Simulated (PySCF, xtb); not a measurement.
Si(F)2(Cl)(OH) (ClF₂HOSi), SMILES F[Si](O)(F)Cl. One conformer was computed; it need not be the lowest.

Harmonic wavenumbers (cm⁻¹) from GFN2-xTB run with xtb 6.7.1 at its own minimum, in rising order: 135, 168, 182, 259, 265, 271, 540, 746, 838, 922, 1000, 3665.

Q: What does PySCF 2.14.0 with PBE0-D3(BJ)/def2-SVP give at its own minimum? (An estimate is asked for; the answer gives what the named calculation found.)

A: 116, 214, 241, 325, 334, 340, 579, 759, 865, 1004, 1034, 3950. Paired by order, the mean absolute difference is 67 cm⁻¹ and the zero-point energies are 12.9 and 14.0 kcal/mol.
